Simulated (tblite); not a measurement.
Start geometry of `NP(C(F)(F)F)C(F)(F)F` from a force field or distance geometry (Å):
```
atom  x, y, z in Å
N1    -0.956    1.732    0.179
P2    -0.303    0.289   -0.600
C3    -1.022   -1.304    0.033
F4    -1.269   -1.242    1.370
F5    -2.144   -1.597   -0.712
F6    -0.069   -2.277   -0.196
C7     1.547    0.104   -0.365
F8     1.723   -0.350    0.943
F9     1.939   -0.905   -1.238
F10    2.170    1.292   -0.589
H11   -1.153    1.653    1.192
H12   -0.462    2.604   -0.043
```

Question: What comes out of this run: GFN2-xTB geometry optimisation, gas phase (tblite 0.8.0)?

Answer: 
```
atom  x, y, z in Å
N1    -0.9050    1.4290    0.2203
P2    -0.2925    0.4019   -0.9275
C3    -0.9645   -1.1922   -0.1362
F4    -0.7632   -1.2380    1.1879
F5    -2.2880   -1.2306   -0.3274
F6    -0.4465   -2.3000   -0.6632
C7     1.4851    0.1206   -0.2583
F8     1.5286    0.2000    1.0817
F9     2.0433   -1.0292   -0.6169
F10    2.2586    1.1158   -0.7190
H11   -0.6264    1.3315    1.1923
H12   -1.0284    2.3906   -0.0599
```

The energy falls by 1.479 eV over 85 L-BFGS steps, the largest force on an atom goes from 4.65 to 0.009 eV/Å, and the atoms move by 0.483 Å rms after alignment. The bond that changes most is N1–P2 (ends: nitrogen bonded to P and 2 H; three-coordinate phosphorus), which shortens by 0.107 Å. Bonds longer at the end by more than 0.005 Å: 2 of 11; shorter: 9. Among the angles that change most is N1–P2–C3, from 114.0° to 95.8°. Among the dihedrals that turn most is H12–N1–P2–C7, from 51° to 108°. Rotational constants go from 1614, 902.4, 756.3 to 1766, 935.0, 807.9 MHz. The orientation of the end geometry is arbitrary; only internal coordinates are fixed.

Hardware: an Arm Neoverse V1 with one thread, on a shared host.

Its GFN2-xTB frequencies are all real (lowest 20 cm⁻¹). The numbers are those of one conformer. 2 starts were optimised and ended at 0.00 and 0.05 kcal/mol (GFN2-xTB); the lowest of these is shown.

The numbers are calculated, not measured.
